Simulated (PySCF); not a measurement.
GeCl2, SMILES [Cl][Ge][Cl] (connectivity only; charge and spin as stated), neutral, multiplicity 1. Atoms are numbered in the order given.

```xyz
3

Ge     0.0000     0.0000     0.7225
Cl     0.0000     1.6711    -0.6800
Cl     0.0000    -1.6711    -0.6800
```
Charge 0, spin multiplicity 1.

Coordinates come from a PBE0-D3(BJ)/def2-TZVP optimisation. The isomer is the one that the SMILES or the coordinates give; other isomers of the formula were not compared.

Two levels are set side by side: PBE/pcSseg-2 (PySCF) and HF/pcSseg-2 (PySCF). GIAO shifts against GeH4 (⁷³Ge), HCl (³⁵Cl) at the same level; non-relativistic, no solvent, atoms listed together averaged. Without spin–orbit terms, shifts of atoms bonded to Cl or Br come out too high at both levels. Differences are taken from unrounded values.

```json
[
 {"quantity": "δ(⁷³Ge) of Ge1 (ppm)", "PBE": "900.1"},
 {"quantity": "δ(³⁵Cl) of Cl2, Cl3 (ppm)", "PBE": "592.1"}
]
```

Task: These are the PBE values. What does HF give? (Estimate from the structure and the level; the computed values follow.)

Result: 
```json
[
 {"quantity": "δ(⁷³Ge) of Ge1 (ppm)", "HF": "717.3", "PBE minus HF": "182.8"},
 {"quantity": "δ(³⁵Cl) of Cl2, Cl3 (ppm)", "HF": "367.7", "PBE minus HF": "224.4"}
]
```

Rough cost on one machine, each run with all the roots and properties that it gave: HF against PBE within a factor of 2.
